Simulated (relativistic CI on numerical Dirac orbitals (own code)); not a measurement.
## Sc⁴⁺: calculation against measurement

Computed by Dirac-Coulomb-Breit CI, KLI orbitals optimised for each configuration, a model potential for QED, valence Slater integrals scaled by 0.85, P86 correlation estimate, and configurations built on the next ion tied to the tabulated ionisation energy (semi-empirical) (own radial code, finite nucleus).

Configuration list (outside the closed core [Ne]): 3s2.3p5, 3s2.3p4.3d, 3s2.3p4.4s, 3s2.3p4.4p, 3s2.3p4.4d, 3s2.3p4.5s, 3s2.3p4.4f, 3s.3p6, 3s2.3p3.3d2, 3s.3p5.3d, 3p5.3d2, 3p6.3d, 3s.3p4.3d2, 3s2.3p4.5p, 3s2.3p4.5d, 3s.3p5.4s, 3s2.3p4.5f, 3s2.3p4.5g, 3s.3p5.4p, 3s2.3p3.3d.4s, 3s.3p5.4d, 3s.3p5.5s, 3s2.3p3.3d.4p, 3s.3p5.4f. Levels of other configurations are missing.

```csv
Configuration,Term (tabulated),J,Measured (cm⁻¹),Computed,Error,Purity (%)
3s2.3p5,2P°,3/2,0.0,0,0,97
3s2.3p5,2P°,1/2,4325.6,4304,-22,97
3s.3p6,2S,1/2,174412.0,181428,7016,69
3s2.3p4.3d,2P,1/2,254638.0,249035,-5603,97
3s2.3p4.3d,2P,3/2,257284.0,251653,-5631,94
3s2.3p4.3d,2S,1/2,337650.0,330540,-7110,69
3s2.3p4.3d,2P,3/2,345320.0,343228,-2092,94
3s2.3p4.3d,2P,1/2,346890.0,344870,-2020,97
3s2.3p4.4s,4P,5/2,386387.0,389652,3265,98
3s2.3p4.4s,2P,3/2,395498.0,398445,2947,93
3s2.3p4.4s,2P,1/2,398440.0,401412,2972,97
3s2.3p4.4s,2S,1/2,437508.0,442294,4786,97
3s2.3p4.5s,2P †,1/2,550800.0,561163,10363,94
3s2.3p4.5s,2P †,3/2,552600.0,558900,6300,59
```

Measured levels from Sugar and Corliss, J. Phys. Chem. Ref. Data 9, 473 (1980); pairs were made by configuration, J and term (by order where the table uses no LS term), so strongly mixed levels may be paired wrongly. Some J values or terms of the table were assigned by a fit.

Mean error by configuration (cm⁻¹): 3s2.3p5 -22; 3s.3p6 7016; 3s2.3p4.3d -4491; 3s2.3p4.4s 3493. Over the excited levels the mean absolute error is 3951 cm⁻¹ (13 of the 13 excited levels that our extract of the source holds in range could be paired), and the median relative error of those above 1,000 cm⁻¹ is 0.84 %. † marks terms whose computed intervals miss the measured ones by more than a factor of 2.5, or configurations far off the rest, from wrong mixing, a near crossing or a doubtful label or measurement; they are left out of the means.
